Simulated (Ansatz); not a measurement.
Cost and result up the ladder for PbO₂ (3 atoms). The state is a singlet with charge 0. Geometry: r2SCAN-D4/def2-TZVP.

```csv
atom,x (Å),y (Å),z (Å)
Pb1,0.000,0.000,0.000
O2,-0.423,-1.366,1.224
O3,0.423,1.366,-1.223
```

Ansatz on 4 threads of Arm Neoverse V1 on a shared host. Times are rough, and most runs start from the orbitals of an earlier one. No level here is sound enough to serve as a yardstick. Binding counts from free atoms at the same level (Pb triplet, O triplet; other spins of the atoms weren't run), without zero-point energy or a counterpoise term.

In the def2 sets Pb takes a core potential; there is no spin–orbit coupling. Correlated methods freeze 6 core orbitals; core or outer-core shells of Pb are correlated, in sets that lack core-valence functions. Another isomer (singlet) lies 0.42 eV lower at PBE0-D4/def2-TZVP; other spin states weren't run for this one.

Run but left out: PBE-QIDH/def2-TZVP (restricted singlet, unstable in another Hartree–Fock run and untested here).

Correlated methods converge slowly with the basis.

| level | functions | wall time |
| --- | --- | --- |
| PBE0-D4/def2-TZVP | 112 | 0.65 s |
| PBE-D4/def2-TZVP (with forces) | 112 | 0.65 s |
| CAM-B3LYP-D4/def2-TZVP | 112 | 0.85 s |
| r2SCAN-D4/def2-TZVP | 112 | 1.1 s |
| CCSD(T)/def2-TZVPP | 112 | 3.2 s |

(1) Estimate what each level gives for the binding energy per atom (eV).

Results:

(1) 
| level | binding energy per atom (eV) | remarks |
| --- | --- | --- |
| PBE0-D4/def2-TZVP | 2.17 | restricted SCF unstable in HF |
| PBE-D4/def2-TZVP (with forces) | 2.69 | restricted SCF unstable in HF |
| CAM-B3LYP-D4/def2-TZVP | 2.18 | restricted SCF unstable in HF |
| r2SCAN-D4/def2-TZVP | 2.35 | restricted SCF unstable in HF |
| CCSD(T)/def2-TZVPP | 2.15 | large T1 (0.034), restricted SCF unstable |
